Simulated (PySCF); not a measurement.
Species: C₉H₉Cl.
Structure used (PBE0-D3(BJ)/def2-SVP), in Å, numbered top down from 1:
```
atom  x, y, z in Å
C1    -2.319   -0.221   -1.190
C2    -1.732   -0.236    0.017
C3    -0.313   -0.395    0.297
C4     0.139   -0.330    1.583
C5     1.510   -0.319    2.004
C6     2.552    0.208    1.293
Cl7    4.116    0.280    2.061
C8     2.464    0.869    0.014
C9     1.559    0.540   -0.931
C10    0.686   -0.666   -0.797
H11   -1.754   -0.323   -2.120
H12   -3.399   -0.090   -1.284
H13   -2.364   -0.106    0.903
H14   -0.606   -0.274    2.384
H15    1.725   -0.633    3.029
H16    3.156    1.699   -0.155
H17    1.460    1.176   -1.816
H18    1.303   -1.533   -0.500
H19    0.193   -0.914   -1.745
```

All values: PBE0/pcSseg-1 (PySCF, non-relativistic), on one gas-phase PBE0-D3(BJ)/def2-SVP geometry that isn't relaxed in the solvent. The solvent is an IEF-PCM continuum (van der Waals radii × 1.2). The model holds no explicit solvent molecules, cavitation or dispersion.

| run | E − E(gas) (kcal/mol) | HOMO (eV) | HOMO–LUMO gap (eV) | dipole (D) |
| --- | --- | --- | --- | --- |
| gas | 0.00 | -6.23 | 4.42 | 2.04 |
| P | -3.04 | -6.20 | 4.44 | 2.62 |
| Q | -3.68 | -6.21 | 4.44 | 2.74 |

The runs were made in chloroform and dichloromethane. Which run belongs to which solvent?

P = chloroform, Q = dichloromethane. The dielectric constants are 4.711 (chloroform), 8.93 (dichloromethane), and the energy falls further as ε rises. In this model the ground state sees the solvent through ε alone.

How constant is the ratio of the lowering to (ε − 1)/(2ε + 1)?

```csv
solvent,(ε − 1)/(2ε + 1),E − E(gas) (kcal/mol),ratio (kcal/mol),polarisation term (kcal/mol)
chloroform,0.356,-3.04,-8.5,-3.31
dichloromethane,0.420,-3.68,-8.8,-4.08
```

The ratio changes by +2.6 % in size from chloroform to dichloromethane. The polarisation term is half the interaction of the solute with the induced surface charges.
